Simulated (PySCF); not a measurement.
## Exercise with solution: chemical shift, span and skew from a shielding tensor

C2H5F2NSi, SMILES C/N=C/[SiH](F)F. Atoms are numbered in the order given.

```xyz
11

C     -3.0417    -0.4368     0.1602
N     -1.7287    -0.1646    -0.3634
C     -0.7273    -0.1804     0.4296
Si     0.9364     0.1849    -0.3347
F      1.9416    -1.0507    -0.0493
F      1.5949     1.4677     0.3996
H     -3.0604    -0.6431     1.2498
H     -3.4712    -1.2956    -0.3824
H     -3.6989     0.4207    -0.0613
H     -0.8486    -0.4005     1.5184
H      0.8571     0.4331    -1.7863
```

Coordinates come from a r2SCAN-D4/def2-SVP optimisation. The structure was generated by enumeration; whether it is a known compound was not checked. Other conformers were not sampled.

GIAO shieldings from PBE/pcSseg-1 (PySCF), non-relativistic, no solvent. The symmetric part of the tensor of C3 has the principal values -76.0, -12.0, 98.2 ppm. The same nucleus in TMS has σ = 182.0 ppm at this level (PySCF, at its B3LYP-D3(BJ)/def2-TZVP geometry).

Question: Work out the isotropic shielding, the ¹³C shift against TMS, the span and the skew.

Answer: 
σ(iso) = (σ11 + σ22 + σ33)/3 = 3.4 ppm. δ = σ(ref) − σ(iso) = 182.0 − (3.4) = 178.6 ppm.
Span Ω = σ33 − σ11 = 174.2 ppm. Skew κ = 3(σ(iso) − σ22)/Ω = 0.27. Tumbling in solution averages the tensor to δ; in a static solid the shielding alone would spread this spin-1/2 line over Ω.
